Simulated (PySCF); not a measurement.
Species: C4H8GeO.
Geometry (PBE0-D3(BJ)/def2-SVP, Å), atoms numbered from 1 in this order:
```
atom  x, y, z in Å
C1     2.964    0.163    0.800
C2     1.726    0.460    0.105
C3     0.686    0.705   -0.482
Ge4   -0.934    1.088   -1.390
O5    -2.285    0.937   -0.241
C6    -2.446   -0.241    0.496
H7     3.699   -0.291    0.117
H8     2.791   -0.543    1.627
H9     3.412    1.077    1.222
H10   -0.982    2.543   -1.862
H11   -1.119    0.079   -2.540
H12   -2.716   -1.106   -0.142
H13   -1.537   -0.513    1.065
H14   -3.264   -0.091    1.218
```

Method: PySCF, PBE0-D3(BJ)/def2-SVP geometry optimisation, gas phase.

Masses are those of the commonest isotopes; rigid-rotor values at the optimised geometry. The values belong to one conformer with, in the numbering `[CH3:1][C:2]#[C:3][GeH2:4][O:5][CH3:6]`, C3–Ge4–O5–C6 -54°.

Task: What are A, B and C (MHz)?

Result: Ia = 125.31, Ib = 425.04, Ic = 529.45 u·Å²; 505379 MHz·u·Å²/I gives A = 4033, B = 1189, C = 954.5 MHz.

Task: Classify the top.

Result: An asymmetric top; Ray's κ = -0.848.

Task: Is it planar, by Δ = Ic − Ia − Ib?

Result: Not planar: Δ = Ic − Ia − Ib = -20.91 u·Å². For a rigid frame Δ = −2 Σ m c², so Σ m c² = 10.45 u·Å² lies off the ab plane: 6.60 from hydrogen and 3.85 from heavier atoms. The atom farthest from that plane is 1.47 Å away.

Task: Where do the levels up to J = 2 lie, in MHz?

Result: Above 0(0,0):
J = 1: 1(0,1) 2144, 1(1,1) 4988, 1(1,0) 5222
J = 2: 2(0,2) 6417, 2(1,2) 9040, 2(1,1) 9744, 2(2,1) 18276, 2(2,0) 18289
Those of J = 1 are B + C, A + C and A + B.

Task: Which types of transition are allowed, and where do some lines up to J = 3 fall?

Result: The dipole components are |μa| = 2.23 D, |μb| = 0.37 D, |μc| = 0.85 D. Intensities carry the squares of the components, which stand as 1.00 : 0.03 : 0.15 (a : b : c). Some lines, for components of 0.1 D or more:

| type | branch | J(Ka,Kc) | MHz | lower level (cm⁻¹) |
| --- | --- | --- | --- | --- |
| a | Q | 3(1,2) ← 3(1,3) | 1406 | 0.504 |
| c | Q | 1(1,1) ← 1(0,1) | 2844 | 0.072 |
| b | Q | 1(1,0) ← 1(0,1) | 3078 | 0.072 |
| b | Q | 2(1,1) ← 2(0,2) | 3327 | 0.214 |
| b | Q | 3(1,2) ← 3(0,3) | 3725 | 0.427 |
| b | R | 3(0,3) ← 2(1,2) | 3752 | 0.302 |
| a | R | 2(1,2) ← 1(1,1) | 4053 | 0.166 |
| a | R | 3(1,3) ← 2(1,2) | 6070 | 0.302 |
| a | R | 3(2,2) ← 2(2,1) | 6431 | 0.610 |
| b | Q | 3(2,1) ← 3(1,2) | 8258 | 0.551 |
| b | R | 3(1,3) ← 2(0,2) | 8694 | 0.214 |
| b | Q | 3(2,2) ← 3(1,3) | 9596 | 0.504 |
| b | R | 2(2,1) ← 1(1,0) | 13054 | 0.174 |
| c | R | 2(2,0) ← 1(1,0) | 13067 | 0.174 |
| c | R | 2(2,1) ← 1(1,1) | 13288 | 0.166 |
| b | R | 2(2,0) ← 1(1,1) | 13302 | 0.166 |
| b | R | 3(2,2) ← 2(1,1) | 14963 | 0.325 |
| c | R | 3(2,1) ← 2(1,1) | 15032 | 0.325 |
| b | R | 3(2,1) ← 2(1,2) | 15735 | 0.302 |
| b | R | 3(3,0) ← 2(2,1) | 21246 | 0.610 |

Task: Estimate the classical rotational partition function at 200 K, 298.15 K and 500 K.

Result: Point group C1, symmetry number σ = 1; q = (√π/σ)·√((kT/h)³/(ABC)), k/h = 20836.6 MHz/K: 223000 at 200 K, 406000 at 298.15 K, 881000 at 500 K.

Stationary, but not proved a minimum. No vibrational averaging or centrifugal distortion is included, and the geometry carries the error of its method. A rigid rotor knows nothing of internal rotation, which can split or shift real lines.
